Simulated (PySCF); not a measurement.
Br3Re, neutral, multiplicity 5. Atoms are numbered in the order given.

```xyz
4

Re     0.0000     0.0000     0.1954
Br     0.0000     2.3320     0.8862
Br     0.0000    -2.3320     0.8862
Br     0.0000     0.0000    -2.1910
```
Charge 0, spin multiplicity 5.

Coordinates come from a r2SCAN-D4/def2-SVP optimisation. A frequency run showed that this geometry is not a minimum. The spin state was assumed, not searched. The def2 effective core potentials stand for the cores of Re; spin–orbit coupling is left out.

The numbers are results of r2SCAN-D4/def2-SVP run with PySCF, not measurements.

Frequencies are harmonic and unscaled.

Computed vibrational spectrum:
```
mode  ν (cm⁻¹)  IR (km/mol)  moving atoms (share of kinetic energy)
----  --------  -----------  --------------------------------------
1          30i          1.2                        Br 87 %, Re 13 %
2           54          2.0                        Re 55 %, Br 45 %
3           59          0.2                        Br 79 %, Re 21 %
4          229          0.6                                Br 100 %
5          269         62.9                        Br 57 %, Re 43 %
6          279         14.5                        Br 65 %, Re 35 %
```
